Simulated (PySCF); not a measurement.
Gas-phase reaction: 4 GeH3F → GeF4 + 3 GeH2 + 6 H

Method: PySCF energies plus ideal-gas RRHO corrections (1 bar). † marks an energy on the PBE0/def2-TZVP geometry and frequencies; other levels use their own. MP2 and CCSD(T) freeze the core. 6-31G* has spherical d functions here. Open shells (unrestricted): H (multiplicity 2); the rest are closed-shell singlets. B3LYP is the form with VWN-RPA correlation. Ge: all electrons, no relativistic terms. GeH2: computed as isolated molecules; such fragments, hydroxides, amides, oligomers or adducts are transient or little studied in the gas. MP2 isn't extrapolated to the basis-set limit; its ΔH°(298 K) is 1695.8 kJ in def2-SVP and 1761.7 kJ in def2-TZVPP. CCSD(T) isn't extrapolated to the basis-set limit; its ΔH°(298 K) is 1723.1 kJ in def2-SVP and 1790.8 kJ in def2-TZVPP. The harmonic model lacks anharmonicity and excited electronic states, which grow with temperature; levels with a mode under 35 cm⁻¹ are left out.

```csv
level,"ΔE electronic, kJ","ΔH°(298 K), kJ","ΔS°(298 K), J/K","ΔG°(1200 K), kJ"
B3LYP/6-31G*,1835,1721,646,895
CCSD(T)/def2-TZVPP†,1906,1791,644,967
HF/def2-TZVP†,1578,1462,644,638
MP2/def2-SVP†,1811,1696,644,872
PBE/def2-SVP,1831,1720,646,895
PBE/def2-TZVP†,1839,1723,644,899
PBE0/def2-SVP†,1872,1756,644,932
PBE0/def2-TZVP,1869,1753,644,929
r2SCAN/def2-TZVP†,1916,1800,644,976
LDA/def2-TZVP†,2054,1938,644,1114
```
ΔH° is lowest at HF/def2-TZVP† and highest at LDA/def2-TZVP†. No reference value is set beside these.
